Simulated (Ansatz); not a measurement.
Isolated molecules relaxed with PBE0-D4/def2-TZVP in Ansatz; ΔE leaves out vibrations. CBS: MP2 limit from def2 TZ/QZ plus the TZ coupled-cluster correction, frozen cores. This one scheme is used for every species. Functionals use def2-TZVPP. B3LYP here is the variant with VWN-RPA as its local correlation; programs differ in this. HSE06 is defined as in plane-wave codes. For Ga outer-core shells are correlated without core-valence functions, which leaves a few kJ/mol of doubt a bond. Scalar relativity is left out up to krypton. Each species was taken in one conformer, which may not be the lowest.

Reaction (cleavage of the Si–Ga bond): `[F][Ga]([F])[SiH3]` + `NBF` → `FBN[SiH3]` + `[F][GaH][F]`

| level | ΔE (kJ/mol) | difference from CCSD(T)/CBS |
| --- | --- | --- |
| LDA (SPW92) | 3.7 | 14.7 |
| PBE-D4 | 7.9 | 18.9 |
| revPBE-D4 | 2.9 | 13.9 |
| BLYP-D4 | -2.0 | 9.0 |
| r2SCAN-D4 | -5.9 | 5.1 |
| B97M-V | -12.4 | -1.4 |
| PBE0-D4 | 0.9 | 11.9 |
| B3LYP-D4 | -6.3 | 4.7 |
| r2SCANh-D4 | -7.1 | 3.9 |
| r2SCAN0-D4 | -8.8 | 2.2 |
| HSE06-D4 | 1.0 | 12.0 |
| BHLYP-D4 | -13.6 | -2.6 |
| CAM-B3LYP-D4 | -12.2 | -1.2 |
| ωB97X-V | -11.3 | -0.3 |
| ωB97M-V | -12.8 | -1.8 |
| B2PLYP | -11.0 | 0.0 |
| PBE-QIDH | -10.6 | 0.4 |
| PBE | 9.5 | 20.5 |
| revPBE | 11.1 | 22.1 |
| BLYP | 2.3 | 13.3 |
| r2SCAN | -5.5 | 5.5 |
| PBE0 | 2.2 | 13.2 |
| r2SCAN0 | -8.4 | 2.6 |
| HSE06 | 2.0 | 13.0 |
| CAM-B3LYP | -11.1 | -0.1 |
| LC-ωPBE | -7.0 | 4.0 |
| HF/def2-SVP | -19.6 | -8.6 |
| MP2/def2-SVP | -14.5 | -3.5 |
| CCSD/def2-SVP | -9.1 | 1.9 |
| CCSD(T)/def2-SVP | -8.1 | 2.9 |
| HF/def2-TZVPP | -26.5 | -15.5 |
| MP2/def2-TZVPP | -20.1 | -9.1 |
| SCS-MP2/def2-TZVPP | -21.9 | -10.9 |
| CCSD/def2-TZVPP | -15.0 | -4.0 |
| CCSD(T)/def2-TZVPP | -13.6 | -2.6 |
| HF/def2-QZVPP | -28.8 | -17.8 |
| MP2/def2-QZVPP | -19.3 | -8.3 |
| SCS-MP2/def2-QZVPP | -21.8 | -10.8 |
| HF/CBS(def2) | -29.1 | -18.1 |
| CCSD/CBS(def2) | -12.4 | -1.4 |
| CCSD(T)/CBS | -11.0 | 0 |

Largest T1 diagnostic among the species: 0.015.

From BLYP to BHLYP (50 % exact exchange), in def2-TZVPP and without D4, ΔE moves by −15.8 kJ/mol. In def2-TZVPP, CCSD(T) changes the Hartree–Fock value by +12.8 kJ/mol (the triples alone add +1.4 kJ/mol) and MP2 by +6.4 kJ/mol.
